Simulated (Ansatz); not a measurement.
Stepwise reaction of `F[SiH](F)N[SiH3]` with hydrogen chloride, as a gas-phase model of exchange steps in deposition or etching. ΔE in kJ/mol.

Isolated molecules relaxed with PBE0-D4/def2-TZVP in Ansatz; ΔE leaves out vibrations. CBS: MP2 limit from def2 TZ/QZ plus the TZ coupled-cluster correction, frozen cores. This one scheme is used for every species. Functionals use def2-TZVPP. B3LYP here is the variant with VWN-RPA as its local correlation; programs differ in this. One conformer a species, not always the lowest.

| step | reaction | PBE-D4 | B3LYP-D4 | ωB97M-V | CCSD(T)/CBS |
| --- | --- | --- | --- | --- | --- |
| 2 | `F[SiH](F)N[SiH2]Cl` + HCl → `F[Si](F)(Cl)N[SiH2]Cl` + H₂ | -82.1 | -80.8 | -83.0 | -80.4 |

Question: Give the row of step 1, `F[SiH](F)N[SiH3]` + HCl → `F[SiH](F)N[SiH2]Cl` + H₂. (Best estimate.)

Answer: Ansatz gave: 
```tsv
step	reaction	PBE-D4	B3LYP-D4	ωB97M-V	CCSD(T)/CBS
1	`F[SiH](F)N[SiH3]` + HCl → `F[SiH](F)N[SiH2]Cl` + H₂	-87.5	-87.0	-87.8	-86.9
```

Question: By hand: ΔE of the 2 steps together at CCSD(T)/CBS.

Answer: (-86.9) + (-80.4) = -167.3 kJ/mol, or -83.7 kJ/mol a step.

In ΔE each step is higher than the one before. All are downhill at CCSD(T)/CBS. PBE-D4 differs from CCSD(T)/CBS by -1.7 to -0.6 kJ/mol a step. Only this route is followed, and other bonds may react first. Isolated molecules leave out the surface, adducts and barriers. Largest T1 diagnostic: 0.011.
